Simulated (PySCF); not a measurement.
Computed properties of C₃H₄ClFSi, SMILES [SiH2]1C(F)=C(Cl)C1

C3H4ClFSi, SMILES FC1=C(Cl)C[SiH2]1. Geometry: ωB97X-D3(BJ)/def2-SVP. This is a generated structure with no PubChem entry under its InChIKey; it may be hypothetical. Other conformers were not sampled. All values are computed for the isolated molecule unless a solvent is named; none is compared with measurement here.

**Structure.** The optimised structure has Cs symmetry. All 24 harmonic modes at ωB97X-D3(BJ)/def2-SVP (PySCF) are real, so it is a minimum. With heavy atoms numbered as in [F:1][C:2]1=[C:3]([Cl:4])[CH2:5][SiH2:6]1, the shortest bond between them is F1–C2 at 1.325 Å and the longest C5–Si6 at 1.914 Å.

**Vibrations.** The strongest infrared lines (harmonic, unscaled, degenerate partners summed) lie at 1298 cm⁻¹ (191 km/mol, C 78 %, F 18 %), 980 cm⁻¹ (173 km/mol, H 95 %), 2274 cm⁻¹ (126 km/mol, H 98 %). The softest mode is at 118 cm⁻¹ and the zero-point energy is 38.0 kcal/mol.

**Electronic structure.** ωB97X/def2-TZVP (PySCF) places the frontier levels at -9.57 and 1.86 eV, a gap of 11.43 eV, and gives a dipole moment of 2.32 D and a mean polarisability of 71.1 bohr³. PBE/def2-TZVP (PySCF) at the same geometry gives -6.14 and -1.27 eV, so its gap is 6.56 eV narrower. An orbital gap is neither the optical nor the fundamental gap.

**Excitations.** TDA-PBE0/def2-SVPD (PySCF) has S1 at 6.03 eV (206 nm, f = 0.004, weak); the most intense of the 10 singlets computed lies at 6.63 eV (f = 0.21). T1 (TDA) is at 4.12 eV, 1.91 eV under S1. TDA-PBE/def2-SVPD (PySCF) puts S1 at 5.33 eV. No vertical singlet excitation falls in the visible range (under 3.1 eV).

**NMR.** GIAO shifts at PBE0/pcSseg-1 (PySCF) (non-relativistic, atoms alike by connectivity averaged): ¹³C from 17.0 to 165.3 ppm against TMS; ¹H from 2.0 to 5.1 ppm against TMS; ²⁹Si at -41.2 ppm against TMS; ¹⁹F at -110.1 ppm against CFCl3. Without spin–orbit terms, shifts of atoms bonded to Cl or Br come out too high.

**Solvation.** SMD-B3LYP/def2-SVP (PySCF) gives 1.8 kcal/mol in water, -2.9 kcal/mol in dichloromethane, -1.8 kcal/mol in cyclohexanone (1 M in both phases, gas-phase geometry); of these solvents dichloromethane holds the molecule best.
